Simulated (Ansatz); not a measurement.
CH6BNO (SMILES CNBO), singlet, geometry from GFN2-xTB, with bond 7-4 at 1.8 times its length; SC-NEVPT2/STO-3G, CASSCF(2,2) in Ansatz (a program for electronic structure).

Here is a job for Ansatz.
Ansatz 0.2 input:
```yaml
crystal:
  periodic: [false, false, false]
  atoms:
    - {symbol: B, position_ang: [0.13141721, -0.02272143, 1.02411170]}
    - {symbol: H, position_ang: [0.32066696, -0.51652809, 2.06889604]}
    - {symbol: N, position_ang: [0.08392604, -0.83986166, -0.11569651]}
    - {symbol: C, position_ang: [-0.13316449, -0.46825998, -1.49589600]}
    - {symbol: H, position_ang: [0.21392695, -1.83267607, -0.00755323]}
    - {symbol: H, position_ang: [-1.02674521, -0.95645296, -1.89815885]}
    - {symbol: H, position_ang: [1.40625046, -0.97792885, -2.61572384]}
    - {symbol: H, position_ang: [-0.26991042, 0.60942343, -1.57854136]}
    - {symbol: O, position_ang: [-0.02799016, 1.31821316, 1.00672217]}
    - {symbol: H, position_ang: [-0.18166449, 1.70413641, 0.14429573]}
basis:
  gaussian:
    orbitals: STO-3G
magnetization: {spin_polarized: false}
correlation: {method: sc_nevpt2, electrons: all, active_space: {window: {electrons: 2, orbitals: 2}}}
```

Output, abridged:

```
Functional definition: HF
362 factors; integrals over basis functions are off by at most 5.8e-5 eV
mean field evaluation 1: about -5241.5066 eV, gradient 2.5e1 eV
mean field evaluation 2: about -5241.6560 eV, gradient 2.5e1 eV
mean field evaluation 4: about -5244.2659 eV, gradient 2.1e0 eV
mean field evaluation 8: about -5244.2872 eV, gradient 3.3e-4 eV
mean field -5244.28721939 eV, -192.7240006071 hartree, gradient 2.5e-6 eV, S^2 0.000000; 0 other end points of the search recorded, 0 dependent functions left out; unrestricted orbitals would lower it
reference -5244.28721939 eV, -192.7240006071 hartree; 16, 16 occupied and 10, 10 virtual orbitals, 362 factors
state -5246.64357318 eV, -192.8105950117 hartree
state -5246.64357318 eV, -192.8105950117 hartree; corrected -5251.25942180 eV, -192.9802243195 hartree
Total energy: -5251.25942180 eV, -192.9802243195 hartree
```
